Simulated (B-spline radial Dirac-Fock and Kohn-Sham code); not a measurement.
How the settings move the core levels of Zn⁵⁺

ΔSCF core binding energies without Breit or QED terms, calculated with a radial atomic solver. Keys: rel is the Hamiltonian (dirac, or spin-free x2c and nr, where L3 and M5 stand for the whole 2p and 3d shells), method is hf or an exchange,correlation pair (spin-unpolarised, also for the hole states), nuc the nuclear model, radius_factor scales its radius, rmax is the box in bohr, h the logarithmic mesh step, order the B-spline order, points the quadrature points per cell, c_factor scales the speed of light, and damp, ndamp, maxit and tol steer the iteration. The run stops when the commutator error falls below 10·tol·max(1, Z/10), or the numerical noise floor, and the energy has settled to about 1e-8 Ha; the virial ratio is −V/T.

Base input:

```json
{"items": [{"Z": 30, "q": 5, "cfg": [[1, 0, 2], [2, 0, 2], [2, 1, 6], [3, 0, 2], [3, 1, 6], [3, 2, 7]], "A": 64, "rrms": 3.9283, "do": "settings", "holes": ["K", "L3", "M5"],
  "settings": [{"rel": "dirac", "method": "hf", "nuc": "fermi", "radius_factor": 1.0, "rmax": 45.0, "h": 0.3, "order": 8, "points": 10, "c_factor": 1.0, "maxit": 60, "damp": 0.5, "ndamp": 3, "tol": 1e-08}]}]}
```

The ground state converged in 10 iterations, with total energy -1787.11206 Ha, virial ratio 1.98112 and highest orbital energy -112.60 eV. ΔSCF binding energies: K (1s) 9789.4 eV, L3 (2p3/2) 1135.7 eV. Holes are computed only in closed shells, and unreliable hole states are left out.

Changes from the base run:

```csv
changed setting,Δ total energy (Ha),Δ K (eV),Δ L3 (eV),iterations
c_factor = 0.8,-9.80917,+70.06,-1.36,10
nuc = "gauss"; order = 7; tol = 1e-06,-0.00001,0.00,0.00,8
tol = 1e-06,0.00000,0.00,0.00,8
order = 7,0.00000,0.00,0.00,10
damp = 0.8,0.00000,0.00,0.00,11
rmax = 60.0,0.00000,0.00,0.00,10
"method = "rpbe,pbe"; c_factor = 0.8; tol = 1e-06",?,?,?,?
```

**Question.** What does the change method = "rpbe,pbe"; c_factor = 0.8; tol = 1e-06 do?

**Answer.** The total energy moves by -11.13205 Ha and the binding energies by K +89.45 eV, L3 -4.83 eV; the run takes 8 iterations.
